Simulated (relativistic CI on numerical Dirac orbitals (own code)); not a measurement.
Sensitivity of the levels of Pb⁴²⁺ to α and to the nuclear radius

These numbers are calculated, not measured: Dirac-Coulomb-Breit CI, KLI orbitals optimised for each configuration, derivatives by finite differences, unscaled Slater integrals, QED left out (own radial code, finite nucleus).

Configuration list (outside the closed core [Ar] 3d10 4s2): 4p6 4d4, 4p6 4d3 4f, 4p5 4d5, 4p6 4d2 4f2, 4p6 4d2 5s2. Levels of other configurations are missing.

With x = (α/α₀)² − 1 an excitation energy changes as ω = ω₀ + qx; K = 2q/ω₀ is the relative enhancement. Terms are leading LS components, so labels can repeat. The field-shift factor is F = δν/δ⟨r²⟩ for the transition from the lowest level.

Lowest level 4p6 4d4 3P_0.

| Level | ω₀ (cm⁻¹) | q (cm⁻¹) | K | F (GHz/fm²) |
| --- | --- | --- | --- | --- |
| 4p6 4d4 5D_1 | 219039 | 258900 | 2.36 | 10.5 |
| 4p6 4d4 3F_4 | 270299 | 257200 | 1.9 | 11 |
| 4p6 4d4 5D_2 | 276715 | 270500 | 1.96 | 11.5 |
| 4p6 4d4 3F_3 | 290300 | 266300 | 1.83 | 11.5 |
| 4p6 4d4 5D_0 | 472344 | 515300 | 2.18 | 21.3 |
| 4p6 4d4 5D_2 | 475543 | 504500 | 2.12 | 21 |
| 4p6 4d4 3H_4 | 487346 | 517000 | 2.12 | 21.5 |
| 4p6 4d4 5D_3 | 492507 | 516500 | 2.1 | 21.6 |
| 4p6 4d4 3H_5 | 512065 | 512800 | 2 | 21.7 |
| 4p6 4d4 3D_1 | 524954 | 521000 | 1.99 | 22.1 |
| 4p6 4d4 1I_6 | 526650 | 512800 | 1.95 | 21.8 |
| 4p6 4d4 3F_3 | 540172 | 510600 | 1.89 | 21.9 |
| 4p6 4d4 3G_4 | 544517 | 516500 | 1.9 | 22.1 |

At this charge energies of transitions that change n are usually good to better than 1 %, and those within a shell (Δn = 0) to a few per cent.
